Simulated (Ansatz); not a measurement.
Cost and result for the atomization energy of `S[CH2][Al]1[CH]=[CH]1` (10 atoms, 10 bonds).

```json
{"atom": "S1", "x (Å)": "-0.734", "y (Å)": "1.830", "z (Å)": "-1.281"}
{"atom": "C2", "x (Å)": "0.724", "y (Å)": "0.716", "z (Å)": "-1.483"}
{"atom": "Al3", "x (Å)": "0.299", "y (Å)": "-0.184", "z (Å)": "0.172"}
{"atom": "C4", "x (Å)": "-0.573", "y (Å)": "-1.393", "z (Å)": "1.277"}
{"atom": "C5", "x (Å)": "0.329", "y (Å)": "-0.635", "z (Å)": "1.969"}
{"atom": "H6", "x (Å)": "-1.687", "y (Å)": "0.906", "z (Å)": "-1.492"}
{"atom": "H7", "x (Å)": "0.721", "y (Å)": "0.235", "z (Å)": "-2.458"}
{"atom": "H8", "x (Å)": "1.589", "y (Å)": "1.377", "z (Å)": "-1.413"}
{"atom": "H9", "x (Å)": "-1.221", "y (Å)": "-2.173", "z (Å)": "1.675"}
{"atom": "H10", "x (Å)": "0.552", "y (Å)": "-0.678", "z (Å)": "3.034"}
```

The species carries charge 0 and has multiplicity 1. All single points use the PBE0-D4/def2-TZVP geometry. It is one conformer, not always the lowest. Program: Ansatz. All runs use 4 threads of an INTEL XEON PLATINUM 8581C on a shared host. Times are those of one run each, without the atoms' runs, and a repeat can differ threefold. Electronic energies, without spin–orbit coupling; frozen cores. CCSD(T)/CBS adds CCSD(T) − MP2 in def2-TZVPP to the MP2 limit, and its time is that of the two runs behind it. T1 = 0.013. B3LYP takes the VWN-RPA correlation (the form of Gaussian; ORCA's B3LYP/G). HSE06 is the plane-wave form, built on full-range PBE exchange.

CCSD(T)/CBS is a level of theory with its own doubt, some kJ/mol a heavy atom from the limit and from the frozen cores, so smaller differences don't rank the functionals.

| level | functions | wall time | atomization (kcal/mol) | difference from CCSD(T)/CBS | per bond |
| --- | --- | --- | --- | --- | --- |
| revPBE-D4/def2-TZVPP | 247 | 1.4 s | 871.1 | 1.9 | 0.2 |
| BLYP-D4/def2-TZVPP | 247 | 1.4 s | 864.9 | -4.3 | -0.4 |
| PBE-D4/def2-TZVPP (with forces) | 247 | 1.8 s | 893.8 | 24.6 | 2.5 |
| CCSD(T)/def2-SVP | 103 | 2.2 s | 821.7 | -47.5 | -4.8 |
| HSE06-D4/def2-TZVPP | 247 | 2.4 s | 878.6 | 9.4 | 0.9 |
| r2SCAN-D4/def2-TZVPP (with forces) | 247 | 2.7 s | 877.5 | 8.3 | 0.8 |
| r2SCANh-D4/def2-TZVPP | 247 | 3.1 s | 871.6 | 2.4 | 0.2 |
| B3LYP-D4/def2-TZVPP (with forces) | 247 | 3.2 s | 866.5 | -2.7 | -0.3 |
| PBE-QIDH/def2-TZVPP | 247 | 3.6 s | 869.5 | 0.3 | 0.0 |
| ωB97X-V/def2-TZVPP | 247 | 4.3 s | 872.6 | 3.4 | 0.3 |
| MP2/def2-QZVPP | 461 | 14 s | 877.1 | 7.9 | 0.8 |
| CCSD(T)/def2-TZVPP | 247 | 48 s | 845.3 | -23.9 | -2.4 |
| CCSD(T)/CBS(def2) | – | 61 s | 869.2 | 0.0 | 0.0 |

From r2SCAN to r2SCAN0 (25 % exact exchange), in def2-TZVPP and without D4, the atomization energy moves by −14.5 kcal/mol: exact exchange takes away binding that semilocal exchange gives to molecules. In def2-TZVPP, CCSD(T) changes the Hartree–Fock value by +223.0 kcal/mol (the triples alone add +16.9 kcal/mol) and MP2 by +240.8 kcal/mol; breaking electron pairs costs correlation energy, which Hartree–Fock lacks. At CCSD(T), def2-SVP lies −47.5 kcal/mol from the extrapolated value and def2-TZVPP −23.9 kcal/mol: correlation converges slowly with the basis, and small sets miss more of it in the bonded molecule than in its fragments.
